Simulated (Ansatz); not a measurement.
F (SMILES [F]), doublet. Base run: PBE/6-311G** in Ansatz (a quantum-chemistry and plane-wave program).

Geometry (Å):
```xyz
1

F      0.0000     0.0000     0.0000
```
Charge 0, spin multiplicity 2.
Orbitals are unrestricted.
All else is at Ansatz's defaults.

Variants of this job, named by their change:

```
change                                                                 basis functions     E (Eh)
---------------------------------------------------------------------  ---------------  ---------
base                                                                                18  -99.65190
basis = jorge-DZP-DKH; relativity = spin-free X2C; nucleus = Gaussian               15  -99.73790
basis = cc-pVDZ-DK; relativity = spin-free X2C                                      14  -99.71316
basis = cc-pVDZ-DK; relativity = none                                               14  -99.61786
basis = cc-pVTZ-DK; relativity = spin-free X2C                                      30  -99.75005
basis = cc-pVTZ-DK; relativity = none                                               30  -99.65464
basis = cc-pVDZ-DK; relativity = spin-free X2C; nucleus = Gaussian                  14  -99.71314
basis = jorge-DZP-DKH; relativity = none                                            15  -99.64424
basis = jorge-DZP-DKH; relativity = spin-free X2C                                   15  -99.73793
basis = cc-pVTZ-DK; relativity = spin-free X2C; nucleus = Gaussian                  30  -99.75002
```

Total energies compare only within one method and basis.

Ansatz warned in this series: the basis is contracted for relativity, which the run leaves out.

Basis sets contracted for a relativistic Hamiltonian are a mismatch without it, so the rows without relativity aren't non-relativistic limits. No row has spin-orbit coupling; sets with core potentials leave out the core electrons.
